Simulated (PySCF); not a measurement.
A TDDFT job was run through a driver script with this input:

```
{"job": {"kind": "uv", "xc": "PBE0", "basis": "def2-SVPD", "nstates": 6, "ntriplets": 2}, "charge": 0, "multiplicity": 1}
C      3.931433    -1.153059     1.245006
C      2.888060    -0.598773     1.038034
C      1.629557     0.105469     0.893095
O      1.105349     0.710640     1.803811
N      1.130846     0.031049    -0.364768
C     -0.144777     0.614632    -0.720458
C     -1.211881    -0.438569    -0.918332
C     -2.630329    -0.128886    -0.543751
C     -1.827220    -1.076714     0.291562
H      4.845998    -1.644175     1.406359
H      1.594261    -0.551039    -1.044765
H     -0.021785     1.212461    -1.630745
H     -0.420276     1.273462     0.106433
H     -1.052918    -1.068334    -1.786735
H     -3.421546    -0.526956    -1.160641
H     -2.845464     0.848659    -0.140403
H     -2.068267    -2.128198     0.254871
H     -1.489800    -0.740111     1.259773
```

Output:

```
coarse grid: 15336 points
cycle   1  E = -401.0881432136  dE =  1.526e+00  |g| = 8.515e-01  |ddm| = 1.136e+01
cycle   2  E = -400.4857295033  dE =  6.024e-01  |g| = 1.902e+00  |ddm| = 4.083e+00
cycle   3  E = -401.2338508921  dE = -7.481e-01  |g| = 2.321e-01  |ddm| = 2.649e+00
cycle   4  E = -401.2455019068  dE = -1.165e-02  |g| = 9.037e-02  |ddm| = 5.308e-01
cycle   5  E = -401.2471196250  dE = -1.618e-03  |g| = 3.007e-02  |ddm| = 1.759e-01
cycle   6  E = -401.2473156637  dE = -1.960e-04  |g| = 1.079e-02  |ddm| = 6.395e-02
cycle   7  E = -401.2473398781  dE = -2.421e-05  |g| = 4.237e-03  |ddm| = 1.801e-02
cycle   8  E = -401.2473439673  dE = -4.089e-06  |g| = 1.212e-03  |ddm| = 8.086e-03
final grid: 149008 points
cycle   9  E = -401.3093618505  dE = -3.977e-05  |g| = 1.245e-02  |ddm| = 2.360e-01
cycle  10  E = -401.3092771049  dE =  8.475e-05  |g| = 2.381e-02  |ddm| = 4.814e-02
cycle  11  E = -401.3093943557  dE = -1.173e-04  |g| = 3.007e-03  |ddm| = 2.894e-02
cycle  12  E = -401.3093964288  dE = -2.073e-06  |g| = 2.723e-04  |ddm| = 4.765e-03
cycle  13  E = -401.3093964419  dE = -1.314e-08  |g| = 1.530e-04  |ddm| = 9.781e-04
cycle  14  E = -401.3093964460  dE = -4.043e-09  |g| = 8.814e-05  |ddm| = 3.547e-04
cycle  15  E = -401.3093964479  dE = -1.875e-09  |g| = 1.935e-05  |ddm| = 1.420e-04
cycle  16  E = -401.3093964479  dE = -8.470e-11  |g| = 5.833e-06  |ddm| = 4.005e-05
converged SCF energy = -401.3093964479

Static polarisability (au): isotropic 90.884, principal 71.748 79.515 121.388

Singlet excitations
state   eV       nm        f      main configurations
  1   4.9544    250.3   0.00027   H-1->L 0.93
  2   5.9103    209.8   0.11405   H->L 0.59, H-5->L 0.15, H-4->L 0.12
  3   5.9301    209.1   0.06316   H->L 0.31, H-5->L 0.29, H-4->L 0.24
  4   6.3124    196.4   0.03672   H-3->L 0.66, H-1->L+2 0.14
  5   6.6827    185.5   0.00086   H-2->L 0.82, H-4->L 0.10
  6   6.8416    181.2   0.00171   H->L+1 0.82

Triplet excitations (Tamm-Dancoff, eV): 4.4165 4.5328
```

Level of theory: PySCF, TDDFT PBE0/def2-SVPD, vertical, gas phase, core orbitals frozen in the response. The structure is a single GFN2-xTB conformer in the gas phase; no vibrational or solvent corrections.

(1) Give the energy of state 1 in hartree, cm⁻¹ and kJ/mol.

(2) What is the total energy of state 1 at this geometry?

(3) What is the polarisability anisotropy, √(½[(α1 − α2)² + (α2 − α3)² + (α3 − α1)²])?

(4) Give the mean polarisability in Å³.

(5) What transition dipole goes with state 2?

(6) Which species is it?

Results:

(1) 0.18207 hartree, 39960 cm⁻¹, 478.0 kJ/mol.

(2) -401.30940 + 0.18207 = -401.12733 hartree.

(3) 46.25 au.

(4) 90.88 au × 0.148185 = 13.47 Å³.

(5) |μ|² = 3f / (2ΔE) = 3 × 0.1140 / (2 × 0.2172) ≈ 0.788 au, so |μ| = 2.26 D.

(6) `C#CC(=O)NCC1CC1` (C7H9NO), point group C1.

The SCF starts on a coarse grid; the energy jumps when the final grid takes over, and dE counts afresh there. H and L stand for HOMO and LUMO.

The values belong to the conformer `[CH:1]#[C:2][C:3](=[O:4])[NH:5][CH2:6][CH:7]1[CH2:8][CH2:9]1`: C2–C3–N5–C6 177°, C3–N5–C6–C7 -106°, N5–C6–C7–C8 146°.
